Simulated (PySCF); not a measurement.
## A small calculation by hand: chemical shift, span and skew from a shielding tensor

dibromo-chloro-fluoromethane (CBr2ClF), SMILES FC(Br)(Cl)Br. Atoms are numbered in the order given.

```xyz
5

F     -1.6695    -0.5948     0.0000
C     -0.3493    -0.4117     0.0000
Cl     0.4544    -1.9934     0.0000
Br     0.1342     0.5959    -1.6034
Br     0.1342     0.5959     1.6034
```
Charge 0, spin multiplicity 1.

Geometry: TPSSh-D3(BJ)/def2-SVP.

GIAO shieldings from KT2/pcSseg-1 run with PySCF, non-relativistic, no solvent. The symmetric part of the tensor of F1 has the principal values 90.2, 103.7, 141.3 ppm. The same nucleus in CFCl3 has σ = 127.1 ppm at this level (PySCF, at its B3LYP-D3(BJ)/def2-TZVP geometry). Without spin–orbit terms, shifts of atoms bonded to Cl or Br come out too high.

Question: Work out the isotropic shielding, the ¹⁹F shift against CFCl3, the span and the skew.

Answer: 
σ(iso) = (σ11 + σ22 + σ33)/3 = 111.7 ppm. δ = σ(ref) − σ(iso) = 127.1 − (111.7) = 15.4 ppm.
Span Ω = σ33 − σ11 = 51.1 ppm. Skew κ = 3(σ(iso) − σ22)/Ω = 0.47. Tumbling in solution averages the tensor to δ; in a static solid the shielding alone would spread this spin-1/2 line over Ω.
